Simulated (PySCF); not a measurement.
Molecule: SMILES C=N[SiH](P)P, CH7NP2Si.

Bonds (- single, = double, # triple, : aromatic): C1=N2 1.262 Å, N2-Si3 1.756 Å, Si3-P4 2.279 Å, Si3-P5 2.259 Å. C1 carries H6, H7; Si3 carries H8; P4 carries H9, H10; P5 carries H11, H12. H6 is cis to Si3; H7 is trans to Si3.

Geometry PBE0-D3(BJ)/def2-SVP throughout; GIAO in PySCF 2.14, gas phase, one conformer, non-relativistic; equivalent atoms averaged; functional PBE0.

For orientation, aug-cc-pVDZ gives these shifts δ (against TMS, NH3, H3PO4 at the same level): C1 165.6, N2 395.7, Si3 -2.0, P4/P5 -258.2, H7 8.86, H6 8.99, H8 6.22, H9/H10/H11/H12 1.69 ppm.

A run gave: C1 164.4, N2 395.8, Si3 -3.6, P4/P5 -239.9, H7 8.49, H6 8.58, H8 5.97, H9/H10/H11/H12 1.50 ppm (shifts δ (against TMS, NH3, H3PO4 at the same level)).

Which basis set was used in that run?
A. pcSseg-0
B. IGLO-III
C. cc-pVDZ
D. cc-pVTZ

Results:

C. P4/P5 tells them apart best: cc-pVDZ gives -239.9, pcSseg-0 gives -355.7, cc-pVTZ gives -275.4, IGLO-III gives -276.0 ppm.
